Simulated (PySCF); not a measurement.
C₆H₄FNO (charge +1 and doublet state).
Geometry (GFN2-xTB, Å), atoms numbered from 1 in this order:
```
atom  x, y, z in Å
C1    -1.9790    0.8354   -0.2297
C2    -0.9998   -0.2741   -0.1260
O3    -1.1553   -1.3796    0.2529
C4     0.4265    0.1835   -0.6398
F5     0.4523    1.5032   -0.8833
C6     1.2624   -0.7595   -1.4000
C7     1.6150   -0.5692   -0.1303
C8     2.4297   -0.7718    0.9642
N9     3.1217   -0.9224    1.8659
H10   -2.9552    0.4515    0.0728
H11   -2.0178    1.2298   -1.2473
H12   -1.6751    1.6631    0.4170
H13    1.4702   -1.1894   -2.3551
```

The hyperfine couplings belong to this conformer and change with its torsions.

The species is `CC(=O)[C@]1(F)[CH+][C]1C#N` [radical] (charge +1).

Method: UKS B3LYP, pcH-1 on C F H N O, non-relativistic, mean-field spin-orbit, GIAO in PySCF 2.14.0. Geometry: GFN2-xTB, one conformer, isolated ion. A GFN2-xTB geometry isn't a minimum of the functional, and hyperfine couplings can be far from their values at a DFT geometry, by a factor of two or more for some ions and for spin on atoms past the first row. The SCF solution wasn't tested for stability.

**Question.** Give the principal g shifts and their parts.

**Answer.** 
| Δg (ppt) | 1 | 2 | 3 |
| --- | --- | --- | --- |
| relativistic mass correction | -0.26 | -0.26 | -0.26 |
| gauge correction | 0.01 | 0.03 | 0.05 |
| orbital Zeeman/spin–orbit | -0.97 | 1.14 | 9.84 |
| total | -1.22 | 0.91 | 9.62 |

So g = 2.00110, 2.00323, 2.01194 and g_iso = 2.00542; the tensor is rhombic: the two nearest values differ by 20 % of g3 − g1. Axes: g2 points within 7° of the C1–C2 bond.

**Question.** How much does each term add to the isotropic shift?

**Answer.** The orbital-Zeeman/spin–orbit term 3.34, the mass correction -0.26 and the gauge correction 0.03 ppt, for a total of 3.10 ppt. The orbital-Zeeman/spin–orbit term is the largest in size. The mass correction is the same along every axis, so the anisotropy comes from the other two: their spans along these axes are 0.04 (gauge) and 10.81 ppt (orbital Zeeman/spin–orbit).

**Question.** What effective moment and Curie constant follow for a powder?

**Answer.** With the mean of g² = 4.0217 and S(S+1) = 0.75: μ_eff = √(⟨g²⟩S(S+1)) = 1.737 μB and χT = 0.12505·⟨g²⟩·S(S+1) = 0.377 cm³ K/mol (cgs; spin-Hamiltonian part alone).

**Question.** In a frozen sample, at which fields do the three g values resonate at 9.5, 34, 94 and 263 GHz (hyperfine left aside), and which band first spreads them over more than twice a line width of 1.0 mT?

**Answer.** 
```tsv
band	GHz	B(g3) mT	B(g2) mT	B(g1) mT	spread mT
X	9.5	337.36	338.83	339.19	1.83
Q	34.0	1207.40	1212.65	1213.95	6.54
W	94.0	3338.11	3352.63	3356.20	18.09
J	263.0	9339.61	9380.24	9390.23	50.62
```

The spread grows in proportion to the frequency. Q band is the first where it exceeds 2.0 mT.

Largest spin populations (Mulliken): O3 (+0.45), C1 (+0.12), N9 (+0.12) and C7 (+0.11). O3 is the only atom above +0.15.

The HOMO–LUMO gaps are 5.99 eV among the α and 1.95 eV among the β orbitals.

The SMILES draws the unpaired electron on C7; the largest computed Mulliken spin population is on O3 (0.45 against 0.11).
